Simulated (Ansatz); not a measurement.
`CN1[SiH2]C1O` at its PBE0-D4/def2-TZVP geometry, where that method's forces vanish. Total charge 0; spin multiplicity 1.

```xyz
12

C    -0.2373   -1.3078    0.9678
N    -0.3122   -0.2136    0.0379
Si   -0.6555    1.4552   -0.0940
C     0.8271    0.4306   -0.5645
O     1.2452   -0.0226   -1.8143
H    -1.2302   -1.5183    1.3702
H     0.4348   -1.0951    1.8101
H     0.1219   -2.2116    0.4673
H    -0.6202    2.3266    1.1107
H    -1.7506    1.8408   -1.0165
H     1.7203    0.5166    0.0617
H     0.4567   -0.2007   -2.3366
```

(1) What forces (eV/Å) does r2SCAN-D4/def2-TZVPP give on these atoms in Ansatz? (An estimate is asked.)

Answers

(1) Ansatz gave: 
```
C1   0.012 -0.180  0.162
N2  -0.187  0.012 -0.100
Si3 -0.108  0.178  0.020
C4   0.128  0.123  0.200
O5   0.174 -0.105 -0.256
H6   0.015  0.001 -0.004
H7   0.004  0.001  0.002
H8   0.001  0.007  0.000
H9  -0.007 -0.004  0.001
H10 -0.001 -0.013  0.012
H11  0.026 -0.012 -0.008
H12 -0.057 -0.007 -0.028
```
